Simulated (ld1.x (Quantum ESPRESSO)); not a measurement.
## Which change was made? (Zn, PAW)

* Element: zinc (Zn)
* Generator: ld1.x (Quantum ESPRESSO) 7.5
* Type: PAW
* Functional: PBE
* Relativity: scalar-relativistic
* Frozen core: [Ne]
* Valence charge: 20
* Reference configuration: 3s2 3p6 3d10 4s1.5 4p0 (charge +0.5)
* Partial waves: 3s (bound): rcut 0.95, rcutus 1.00 bohr; 4s (bound): rcut 0.95, rcutus 1.00 bohr; 3p (bound): rcut 1.00, rcutus 1.10 bohr; 4p (bound, empty): rcut 1.00, rcutus 1.10 bohr; 3d (bound): rcut 0.80, rcutus 1.05 bohr; 3d channel at -0.35 Ry: rcut 0.80, rcutus 1.05 bohr
* Local potential: all-electron potential smoothed inside 0.80 bohr (lloc = -2)
* Core correction: a·sin(br)/r model core, default radius (ld1.x builds one for every PAW set, though the input has nlcc=.false.)
* Augmentation charge: GAUSS, radius 0.70 bohr

Cutoffs, loose and tight: the cutoffs (Ry, on a coarse ladder) from which the occupation-weighted sum of valence levels, in a spherical-Bessel basis at the reference potential, stays within 10 and 1 mRy of its value at 400 Ry. They do not see the model core or the augmentation charge, which bear on the density cutoff. Test errors are all-electron minus pseudo excitation energies from the reference, over the configurations 3s2 3p6 3d10 4s2 4p0; 3s2 3p6 3d10 4s1 4p0; 3s2 3p6 3d10 4s0 4p0; 3s2 3p6 3d9 4s0 4p0; 3s2 3p6 3d10 4s0 4p1; 3s2 3p6 3d10 4s0 4p2; 3s2 3p6 3d9 4s2 4p1; variants that change the core or the reference have their own tests. The largest error is taken over the tests solved by every variant that gives reliable tests at all, those not shown here included: 3s2 3p6 3d10 4s0 4p0; 3s2 3p6 3d10 4s0 4p1; 3s2 3p6 3d10 4s0 4p2; 3s2 3p6 3d10 4s1 4p0; 3s2 3p6 3d10 4s2 4p0.

The base gives: outcome: generated, overlap not positive; bound ghosts: not determined (overlap not positive); largest test error (meV): -3.0.

**Question.** After one change the result is: outcome: generated; cutoff, loose: 260 Ry; cutoff, tight: over 300 Ry; bound ghosts: none; largest test error (meV): -1.5. Which change was it?
A. all radii but the core radius scaled by about 0.84 (s 0.84, p 0.92, d 0.88 bohr, rcut 0.78/0.84/0.66); local potential all-electron potential smoothed inside 0.66 bohr (lloc = -2); augmentation GAUSS, radius 0.58 bohr
B. all radii but the core radius scaled by about 0.74 (s 0.74, p 0.82, d 0.78 bohr, rcut 0.70/0.74/0.60); local potential all-electron potential smoothed inside 0.60 bohr (lloc = -2); augmentation GAUSS, radius 0.52 bohr
C. all radii but the core radius scaled by about 1.03 (s 1.04, p 1.14, d 1.08 bohr, rcut 0.98/1.04/0.82); local potential all-electron potential smoothed inside 0.82 bohr (lloc = -2); augmentation GAUSS, radius 0.72 bohr

**Answer.** B. The others give: all radii but the core radius scaled by about 0.84 (s 0.84, p 0.92, d 0.88 bohr, rcut 0.78/0.84/0.66); local potential all-electron potential smoothed inside 0.66 bohr (lloc = -2); augmentation GAUSS, radius 0.58 bohr → outcome: generated; cutoff, loose: 200 Ry; cutoff, tight: 300 Ry; bound ghosts: none; largest test error (meV): -1.9 | all radii but the core radius scaled by about 1.03 (s 1.04, p 1.14, d 1.08 bohr, rcut 0.98/1.04/0.82); local potential all-electron potential smoothed inside 0.82 bohr (lloc = -2); augmentation GAUSS, radius 0.72 bohr → outcome: generated; cutoff, loose: 140 Ry; cutoff, tight: 230 Ry; bound ghosts: none; largest test error (meV): -2.6. A file whose overlap is not positive is unfit for use, and its test errors describe a broken file.
